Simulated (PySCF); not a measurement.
C5H9O2P.
Cartesian coordinates in Å at the GFN2-xTB level; atoms count from 1:
```
atom  x, y, z in Å
C1     2.9559    0.3368    0.6013
O2     1.6889   -0.2993    0.7421
C3     1.1642   -0.8851   -0.3292
O4     1.6561   -0.9285   -1.4235
P5    -0.4221   -1.6892    0.1753
C6    -1.2530   -0.1819    0.8228
C7    -2.6866    0.0777    0.4640
C8    -1.6099    0.9588   -0.0848
H9     2.9674    1.1771    1.2920
H10    3.0888    0.6781   -0.4265
H11    3.7473   -0.3703    0.8551
H12   -0.9547   -1.6191   -1.1135
H13   -0.9443    0.0528    1.8355
H14   -3.1757   -0.6066   -0.2143
H15   -3.3408    0.4717    1.2273
H16   -1.3710    0.8756   -1.1358
H17   -1.5174    1.9636    0.3001
```

Method: TDDFT B3LYP/def2-SVPD, vertical, gas phase, core orbitals frozen in the response (PySCF). GFN2-xTB frequencies show an imaginary mode (37i cm⁻¹), so this geometry is no minimum at that level.

Ground-to-excited transition dipoles (e·a0, same axes as the geometry; the sign carries no meaning), for the states with f of 0.002 or more among the lowest 7:

```json
{"state": "S1", "E (hartree)": "0.1897", "μx": "0.406", "μy": "0.189", "μz": "-0.178"}
{"state": "S2", "E (hartree)": "0.2268", "μx": "-0.568", "μy": "0.032", "μz": "0.213"}
{"state": "S3", "E (hartree)": "0.2304", "μx": "0.159", "μy": "-0.022", "μz": "0.193"}
{"state": "S4", "E (hartree)": "0.2374", "μx": "-0.359", "μy": "0.252", "μz": "0.008"}
{"state": "S5", "E (hartree)": "0.2418", "μx": "0.602", "μy": "0.210", "μz": "0.036"}
{"state": "S6", "E (hartree)": "0.2596", "μx": "-0.276", "μy": "-0.204", "μz": "0.050"}
{"state": "S7", "E (hartree)": "0.2608", "μx": "-0.106", "μy": "0.454", "μz": "0.005"}
```

Problem. Work out the oscillator strengths.

Solution. f = (2/3) ΔE |μ|² with ΔE in hartree (27.2114 eV).

```tsv
state	|μ|² (au)	|μ| (D)	f
S1	0.232	1.23	0.029
S2	0.369	1.54	0.056
S3	0.063	0.64	0.010
S4	0.193	1.12	0.030
S5	0.407	1.62	0.066
S6	0.120	0.88	0.021
S7	0.217	1.18	0.038
```

Problem. Which bond between heavy atoms lies closest to the direction of the S5 transition dipole?

Solution. C1–O2, at 12° from it; next C3–P5 at 21°.

Problem. What angle do the transition dipoles of S4 and S5 make?

Solution. |cos θ| = |μa·μb| / (|μa| |μb|) = 0.58, so θ ≈ 54° (taken between 0 and 90°, since the signs are arbitrary).

Problem. What peak molar absorption coefficient would the strongest computed level give as a lone Gaussian band 0.4 eV wide at half height?

Solution. ε(max) = 2.175×10⁸ f / FWHM, with the width in cm⁻¹. S5: 2.175×10⁸ × 0.0656 / 3226 ≈ 4400 L mol⁻¹ cm⁻¹.

One conformer stands for the species.
